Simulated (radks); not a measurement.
The numbers below are computed, except where a source is named.
Problem. The mean radii <r> (bohr) of the occupied orbitals of an atom or ion are listed with their occupations. Level of theory: Dirac Kohn-Sham, PBE, spin-unpolarised, spherical densities, finite nucleus; Fermi nuclear charge, rms radius of each element as measured or else 0.836 A^(1/3) + 0.57 fm (a radial shooting solver on a logarithmic mesh with Libxc functionals).

orbital  occ.     <r>
1s1/2       2  0.3291
2s1/2       2   1.779

Name the element and its charge. Open shells, if any, fill j = l - 1/2 first.

Solution. Z = 5, boron, charge +1: B+ in [He] 2s2. The 1s radius gives Z: for a bare nucleus <r> = (2 gamma + 1)/(2Z) with gamma = sqrt(1 - (Z/c)^2), 0.2999 bohr for Z = 5, and screening makes it slightly larger (0.3291 here). The occupations add up to 4, and the charge is Z minus that.
